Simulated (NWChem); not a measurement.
System: C$_{3}$H$_{9}$In; SMILES [CH3][In]([CH3])[CH3]

Input file for NWChem:

```
start job
memory heap 200 mb stack 900 mb global 1100 mb
geometry units angstroms
  In    -0.000662    -0.000779    -0.000153
  C     -1.545398    -1.611566    -0.229273
  H     -1.493254    -2.035092    -1.232103
  H     -2.541824    -1.195395    -0.082958
  H     -1.380785    -2.404950     0.498415
  C     -0.149176     1.882944    -1.208378
  H      0.811180     2.104193    -1.673177
  H     -0.417744     2.716233    -0.559131
  H     -0.906574     1.782519    -1.984442
  C      1.699298    -0.265885     1.438758
  H      2.297514     0.642710     1.491053
  H      2.334869    -1.089713     1.114558
  H      1.315695    -0.497251     2.432055
end
basis spherical
  * library def2-svp
end
ecp
  In library def2-ecp
end
dft
  xc pbe0
  iterations 150
end
driver
  maxiter 120
end
task dft optimize
```

Excerpt of the output:

```
             Northwest Computational Chemistry Package (NWChem) 7.3.0
             --------------------------------------------------------

 C1  symmetry detected

                             Geometry "geometry" -> ""
                             -------------------------

 Output coordinates in angstroms (scale by  1.889725989 to convert to a.u.)

  No.       Tag          Charge          X              Y              Z
 ---- ---------------- ---------- -------------- -------------- --------------
    1 In                  49.0000     0.00003353     0.00134124     0.00010148
    2 C                    6.0000     0.02488391     2.24471420    -0.00041000
    3 H                    1.0000    -0.39573513     2.62020212     0.93224734
    4 H                    1.0000    -0.57671929     2.62354387    -0.82626279
    5 H                    1.0000     1.04377179     2.61540105    -0.10309490
    6 C                    6.0000    -1.95154325    -1.10392996     0.00035896
    7 H                    1.0000    -1.94211387    -1.87652914     0.76865218
    8 H                    1.0000    -2.10362902    -1.58216315    -0.96720702
    9 H                    1.0000    -2.77899351    -0.42182554     0.19028486
   10 C                    6.0000     1.92657249    -1.14716101    -0.00040614
   11 H                    1.0000     1.73204045    -2.21467596    -0.09373960
   12 H                    1.0000     2.46689821    -0.96593810     0.92854761
   13 H                    1.0000     2.55335855    -0.82547511    -0.83165691

 Effective nuclear repulsion energy (a.u.)     351.0822015244

                                Z-matrix (autoz)
                                --------

 Units are Angstrom for bonds and degrees for angles

      Type          Name      I     J     K     L     M      Value
      ----------- --------  ----- ----- ----- ----- ----- ----------
    1 Stretch                  1     2                       2.24351
    2 Stretch                  1     6                       2.24283
    3 Stretch                  1    10                       2.24290
    4 Stretch                  2     3                       1.08984
    5 Stretch                  2     4                       1.08971
    6 Stretch                  2     5                       1.08908
    7 Stretch                  6     7                       1.08962
    8 Stretch                  6     8                       1.08996
    9 Stretch                  6     9                       1.08904
   10 Stretch                 10    11                       1.08910
   11 Stretch                 10    12                       1.08984
   12 Stretch                 10    13                       1.08964
   13 Bend                     1     2     3               109.87945
   14 Bend                     1     2     4               109.97917
   15 Bend                     1     2     5               110.53207
   16 Bend                     1     6     7               109.99720
   17 Bend                     1     6     8               109.72669
   18 Bend                     1     6     9               110.63976
   19 Bend                     1    10    11               110.39608
   20 Bend                     1    10    12               109.90817
   21 Bend                     1    10    13               110.06510
   22 Bend                     2     1     6               120.15960
   23 Bend                     2     1    10               120.16654
   24 Bend                     3     2     4               108.40387
   25 Bend                     3     2     5               108.93470
   26 Bend                     4     2     5               109.06942
   27 Bend                     6     1    10               119.67385
   28 Bend                     7     6     8               108.42269
   29 Bend                     7     6     9               109.12996
   30 Bend                     8     6     9               108.88124
   31 Bend                    11    10    12               108.94078
   32 Bend                    11    10    13               109.07095
   33 Bend                    12    10    13               108.41952
   34 Torsion                  2     1     6     7        -131.39505
   35 Torsion                  2     1     6     8         109.41155
   36 Torsion                  2     1     6     9         -10.74912
   37 Torsion                  2     1    10    11        -174.73633
   38 Torsion                  2     1    10    12          65.06706
   39 Torsion                  2     1    10    13         -54.27686
   40 Torsion                  3     2     1     6          65.51639
   41 Torsion                  3     2     1    10        -114.50618
   42 Torsion                  4     2     1     6         -53.73719
   43 Torsion                  4     2     1    10         126.24024
   44 Torsion                  5     2     1     6        -174.22649
   45 Torsion                  5     2     1    10           5.75094
   46 Torsion                  6     1    10    11           5.24121
   47 Torsion                  6     1    10    12        -114.95540
   48 Torsion                  6     1    10    13         125.70068
   49 Torsion                  7     6     1    10          48.62741
   50 Torsion                  8     6     1    10         -70.56599
   51 Torsion                  9     6     1    10         169.27334

                           NWChem Geometry Optimization
                           ----------------------------

 maximum gradient threshold         (gmax) =   0.000450
 rms gradient threshold             (grms) =   0.000300
 maximum cartesian step threshold   (xmax) =   0.001800
 rms cartesian step threshold       (xrms) =   0.001200
 fixed trust radius                (trust) =   0.300000
 source of zmatrix                         =   autoz

          -------------------
          Energy Minimization
          -------------------

 Using diagonal initial Hessian
 Scaling for Hessian diagonals: bonds = 1.00  angles = 0.25  torsions = 0.10

          --------
          Step   0

                                 NWChem DFT Module
                                 -----------------

 Summary of "ao basis" -> "ao basis" (spherical)
 ------------------------------------------------------------------------------
       Tag                 Description            Shells   Functions and Types
 ---------------- ------------------------------  ------  ---------------------
 In                         def2-svp                10       26   4s4p2d
 C                          def2-svp                 6       14   3s2p1d
 H                          def2-svp                 3        5   2s1p

            General Information
            -------------------
          SCF calculation type: DFT
          Wavefunction type:  closed shell.
          No. of atoms     :    13
          No. of electrons :    48
           Alpha electrons :    24
            Beta electrons :    24
          Charge           :     0
          Spin multiplicity:     1
          Use of symmetry is: off; symmetry adaption is: off
          Maximum number of iterations: 150
          AO basis - number of functions:   113
                     number of shells:    55
          Convergence on energy requested:  1.00D-06
          Convergence on density requested:  1.00D-05
          Convergence on gradient requested:  5.00D-04

              XC Information
              --------------
                         PBE0 Method XC Functional
                     Hartree-Fock (Exact) Exchange  0.250
          PerdewBurkeErnzerhof Exchange Functional  0.750
            Perdew 1991 LDA Correlation Functional  1.000 local
           PerdewBurkeErnz. Correlation Functional  1.000 non-local

             Grid Information
             ----------------
          Grid used for XC integration:  medium
          Radial quadrature: Mura-Knowles
          Angular quadrature: Lebedev.
          Tag              B.-S. Rad. Rad. Pts. Rad. Cut. Ang. Pts.
          ---              ---------- --------- --------- ---------
          In                  1.55      123           9.0       590
          C                   0.70       49          12.0       434
          H                   0.35       45          13.0       434
          Grid pruning is: on
          Number of quadrature shells:   675
          Spatial weights used:  Erf1

      Superposition of Atomic Density Guess
      -------------------------------------

 Sum of atomic energies:        -335.41824456

      Non-variational initial energy
      ------------------------------

 Total energy =    -308.408930
 1-e energy   =    -857.082616
 2-e energy   =     363.937117
 HOMO         =      -0.299248
 LUMO         =      -0.009493

   convergence    iter        energy       DeltaE   RMS-Dens  Diis-err
 ---------------- ----- ----------------- --------- --------- ---------
 d= 0,ls=0.0,diis     1   -309.5568013070 -4.94D+02  7.47D-03  2.79D-01
 d= 0,ls=0.0,diis     2   -309.5788676597 -2.21D-02  3.07D-03  1.38D-01
 d= 0,ls=0.0,diis     3   -309.5960109157 -1.71D-02  8.47D-04  1.71D-02
 d= 0,ls=0.0,diis     4   -309.5983040693 -2.29D-03  5.40D-05  3.86D-05
 d= 0,ls=0.0,diis     5   -309.5983078309 -3.76D-06  1.20D-05  2.10D-06
 d= 0,ls=0.0,diis     6   -309.5983080632 -2.32D-07  3.40D-06  9.73D-08

[...]

      ----------------------
      Optimization converged
      ----------------------

  Step       Energy      Delta E   Gmax     Grms     Xrms     Xmax
  ---- ---------------- -------- -------- -------- -------- --------
@    5    -309.60164809 -1.1D-07  0.00003  0.00001  0.00032  0.00096
                                     ok       ok       ok       ok

                                Z-matrix (autoz)
                                --------

 Units are Angstrom for bonds and degrees for angles

      Type          Name      I     J     K     L     M      Value     Gradient
      ----------- --------  ----- ----- ----- ----- ----- ---------- ----------
    1 Stretch                  1     2                       2.17575   -0.00002
    2 Stretch                  1     6                       2.17585   -0.00000
    3 Stretch                  1    10                       2.17586   -0.00000
    4 Stretch                  2     3                       1.10184    0.00000
    5 Stretch                  2     4                       1.10128    0.00000
    6 Stretch                  2     5                       1.09935    0.00001
    7 Stretch                  6     7                       1.10102    0.00000
    8 Stretch                  6     8                       1.10209   -0.00000
    9 Stretch                  6     9                       1.09942    0.00001
   10 Stretch                 10    11                       1.09936    0.00001
   11 Stretch                 10    12                       1.10186   -0.00000
   12 Stretch                 10    13                       1.10129    0.00000
   13 Bend                     1     2     3               109.76374    0.00001
   14 Bend                     1     2     4               110.25604    0.00000
   15 Bend                     1     2     5               112.10560   -0.00001
   16 Bend                     1     6     7               110.49985   -0.00001
   17 Bend                     1     6     8               109.54080    0.00001
   18 Bend                     1     6     9               112.08707    0.00000
   19 Bend                     1    10    11               112.08807   -0.00001
   20 Bend                     1    10    12               109.77014    0.00001
   21 Bend                     1    10    13               110.27433    0.00001
   22 Bend                     2     1     6               119.98163    0.00002
   23 Bend                     2     1    10               120.02300    0.00001
   24 Bend                     3     2     4               107.29964    0.00000
   25 Bend                     3     2     5               108.49379   -0.00000
   26 Bend                     4     2     5               108.78522   -0.00000
   27 Bend                     6     1    10               119.99537   -0.00003
   28 Bend                     7     6     8               107.34456    0.00000
   29 Bend                     7     6     9               108.89788   -0.00000
   30 Bend                     8     6     9               108.33153   -0.00000
   31 Bend                    11    10    12               108.48122   -0.00000
   32 Bend                    11    10    13               108.79035   -0.00000
   33 Bend                    12    10    13               107.30019   -0.00000
   34 Torsion                  2     1     6     7        -131.99894    0.00000
   35 Torsion                  2     1     6     8         109.93933   -0.00000
   36 Torsion                  2     1     6     9         -10.33849   -0.00000
   37 Torsion                  2     1    10    11        -174.91693    0.00000
   38 Torsion                  2     1    10    12          64.45968    0.00000
   39 Torsion                  2     1    10    13         -53.55197   -0.00001
   40 Torsion                  3     2     1     6          64.90203    0.00000
   41 Torsion                  3     2     1    10        -115.08706    0.00000
   42 Torsion                  4     2     1     6         -53.09400   -0.00000
   43 Torsion                  4     2     1    10         126.91690   -0.00000
   44 Torsion                  5     2     1     6        -174.45153    0.00000
   45 Torsion                  5     2     1    10           5.55938    0.00000
   46 Torsion                  6     1    10    11           5.09398    0.00000
   47 Torsion                  6     1    10    12        -115.52941    0.00000
   48 Torsion                  6     1    10    13         126.45894   -0.00001
   49 Torsion                  7     6     1    10          47.99016    0.00000
   50 Torsion                  8     6     1    10         -70.07157   -0.00000
   51 Torsion                  9     6     1    10         169.65061   -0.00000

                         Geometry "geometry" -> "geometry"
                         ---------------------------------

 Output coordinates in angstroms (scale by  1.889725989 to convert to a.u.)

  No.       Tag          Charge          X              Y              Z
 ---- ---------------- ---------- -------------- -------------- --------------
    1 In                  49.0000     0.00035659    -0.00268444    -0.00045061
    2 C                    6.0000     0.03253688     2.17282950    -0.00277040
    3 H                    1.0000    -0.39959605     2.55284197     0.93685386
    4 H                    1.0000    -0.58406242     2.56239428    -0.82791911
    5 H                    1.0000     1.05208229     2.57138669    -0.10398578
    6 C                    6.0000    -1.90020783    -1.06200769     0.00497442
    7 H                    1.0000    -1.89930202    -1.85168870     0.77220190
    8 H                    1.0000    -2.05197821    -1.55186318    -0.97052836
    9 H                    1.0000    -2.74881443    -0.38767893     0.18903887
   10 C                    6.0000     1.86795807    -1.11911953    -0.00319526
   11 H                    1.0000     1.70197234    -2.20224654    -0.09198211
   12 H                    1.0000     2.41919973    -0.92565846     0.93104662
   13 H                    1.0000     2.50867994    -0.78900049    -0.83586899

 Effective nuclear repulsion energy (a.u.)     359.4628636179

                Final and change from initial internal coordinates
                --------------------------------------------------

                                Z-matrix (autoz)
                                --------

 Units are Angstrom for bonds and degrees for angles

[...]
```

Level: PBE0/def2-SVP with def2 effective core potentials on In. No frequency run checked for a minimum. def2 effective core potentials on In; no spin-orbit coupling.
